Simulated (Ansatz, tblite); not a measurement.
Cost and result up the ladder for Au₂O₂⁻ (the lowest doublet isomer of a short search) (4 atoms). The state is a doublet with charge -1. Geometry: PBE-D4/def2-TZVPD.

```xyz
4

Au    0.8455   -2.5568    1.6434
Au   -0.0288   -0.5227    0.3344
O    -0.8257    1.1107   -0.7192
O     0.0090    1.9687   -1.2586
```

Ansatz on 4 threads of Intel Xeon on a shared host; xTB runs through tblite on one thread. Times are rough, summed over both states, and most runs start from the orbitals of an earlier one. PBE0-D4/def2-TZVPD serves as the yardstick here, not as an exact answer. The other state is a triplet.

In the def2 sets Au takes a core potential; there is no spin–orbit coupling. The xTB rows come from tblite. The structure holds 1 bond(s) between oxygen atoms. The structure comes from a short search, and lower isomers may exist.

Raw xTB energies of ions are shifted by several eV, and xTB has no spin-polarisation term.

```
                          level  functions  wall time
                       GFN2-xTB         26    0.016 s
                       GFN1-xTB         26    0.021 s
PBE-D4/def2-TZVPD (with forces)        166       11 s
             PBE0-D4/def2-TZVPD        166       18 s
           r2SCAN-D4/def2-TZVPD        166       19 s
```

(1) Estimate what each level gives for the vertical IE (eV).

Results:

(1) 
```json
{"level": "GFN2-xTB", "vertical IE (eV)": "7.09", "difference from PBE0-D4/def2-TZVPD (eV)": "4.08"}
{"level": "GFN1-xTB", "vertical IE (eV)": "8.50", "difference from PBE0-D4/def2-TZVPD (eV)": "5.49"}
{"level": "PBE-D4/def2-TZVPD (with forces)", "vertical IE (eV)": "2.93", "difference from PBE0-D4/def2-TZVPD (eV)": "-0.08"}
{"level": "PBE0-D4/def2-TZVPD", "vertical IE (eV)": "3.01", "difference from PBE0-D4/def2-TZVPD (eV)": "0.00"}
{"level": "r2SCAN-D4/def2-TZVPD", "vertical IE (eV)": "2.93", "difference from PBE0-D4/def2-TZVPD (eV)": "-0.08"}
```
